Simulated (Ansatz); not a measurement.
Reaction (hydrogenolysis of a B–Al bond): `[CH3][GeH2][BH][AlH2]` + H₂ → `[BH2][GeH2][CH3]` + `[AlH3]`

Program: Ansatz. Geometries: PBE0-D4/def2-TZVP. ΔE: electronic, gas phase. CCSD(T)/CBS is the MP2 limit (def2-TZVPP, def2-QZVPP) plus CCSD(T) − MP2 in def2-TZVPP, frozen cores. This one scheme is used for every species. DFT in def2-TZVPP. For Ge outer-core shells are correlated without core-valence functions, which leaves a few kJ/mol of doubt a bond. Scalar relativity is left out up to krypton. Each species was taken in one conformer, which may not be the lowest.

**Question.** Is it downhill or uphill in electronic energy at CCSD(T)/CBS, and by how much? (Estimate.)

**Answer.** Ansatz gave: Downhill: ΔE = -29.4 kJ/mol.

**Question.** What do these levels give: PBE0, HF/def2-TZVPP, SCS-MP2/def2-TZVPP, CCSD/def2-TZVPP, CCSD(T)/def2-TZVPP, MP2/def2-QZVPP? (Best estimate.)

**Answer.** The calculation gave: PBE0 -27.8, HF/def2-TZVPP -60.9, SCS-MP2/def2-TZVPP -39.4, CCSD/def2-TZVPP -36.6, CCSD(T)/def2-TZVPP -31.4, MP2/def2-QZVPP -32.4 kJ/mol.

Largest T1 diagnostic among the species: 0.012.

From PBE to PBE0 (25 % exact exchange), in def2-TZVPP and without D4, ΔE moves by −7.6 kJ/mol. The D4 term adds +6.8 kJ/mol with B3LYP and +3.9 kJ/mol with PBE0; it sums over pairs of atoms, weighted by their polarisabilities, and B3LYP, whose exchange is more repulsive, gets the larger term. In def2-TZVPP, CCSD(T) changes the Hartree–Fock value by +29.5 kJ/mol (the triples alone add +5.2 kJ/mol) and MP2 by +27.5 kJ/mol.

B3LYP here is the variant with VWN-RPA as its local correlation; programs differ in this.
